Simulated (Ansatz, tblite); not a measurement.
Cost and result up the ladder for NbB₇ (the lowest singlet isomer of a short search) (8 atoms). The state is a singlet with charge 0. Geometry: PBE-D4/def2-SVP.

Cartesian coordinates in Å:
```
Nb -0.934 -0.954 -0.459
B 1.024 -0.619 0.572
B 0.330 1.161 -0.727
B 1.107 -1.545 -0.758
B -0.913 1.440 0.206
B 1.264 -0.036 -1.161
B -0.146 0.176 1.306
B -1.731 0.378 1.021
```

Ansatz on 2 threads of AMD EPYC 7R13 on a shared host; xTB runs through tblite on one thread. Times are rough, summed over both states, and most runs start from the orbitals of an earlier one. PBE0-D4/def2-TZVP serves as the yardstick here, not as an exact answer. The other state is a triplet at its own geometry, which has other bonds, so the gap mixes isomer and spin.

In the def2 sets Nb takes a core potential; there is no spin–orbit coupling. The xTB rows come from tblite. The structure comes from a short search, and lower isomers may exist.

Run but left out: HF/STO-3G, BHLYP-D4/def2-TZVP, B2PLYP/def2-TZVP (singlet: restricted singlet, unstable in another Hartree–Fock run and untested here); HF/def2-SVP, HF/def2-TZVP, MP2/def2-SVP, MP2/def2-TZVP, CCSD/def2-SVP, CCSD(T)/def2-SVP (singlet: restricted singlet, unstable towards broken spin symmetry).

xTB has no spin-polarisation term.

```
                         level  functions  wall time
                      GFN1-xTB         37    0.011 s
                      GFN2-xTB         37    0.042 s
PBE-D4/def2-TZVP (with forces)        257       15 s
             PBE0-D4/def2-TZVP        257       25 s
           r2SCAN-D4/def2-TZVP        257       29 s
```

Problem. Estimate what each level gives for the triplet − singlet (eV).

Solution. 
```json
{"level": "GFN1-xTB", "triplet − singlet (eV)": "1.22", "difference from PBE0-D4/def2-TZVP (eV)": "0.49"}
{"level": "GFN2-xTB", "triplet − singlet (eV)": "0.69", "difference from PBE0-D4/def2-TZVP (eV)": "-0.04"}
{"level": "PBE-D4/def2-TZVP (with forces)", "triplet − singlet (eV)": "0.80", "difference from PBE0-D4/def2-TZVP (eV)": "0.07"}
{"level": "PBE0-D4/def2-TZVP", "triplet − singlet (eV)": "0.73", "difference from PBE0-D4/def2-TZVP (eV)": "0.00"}
{"level": "r2SCAN-D4/def2-TZVP", "triplet − singlet (eV)": "0.65", "difference from PBE0-D4/def2-TZVP (eV)": "-0.09"}
```
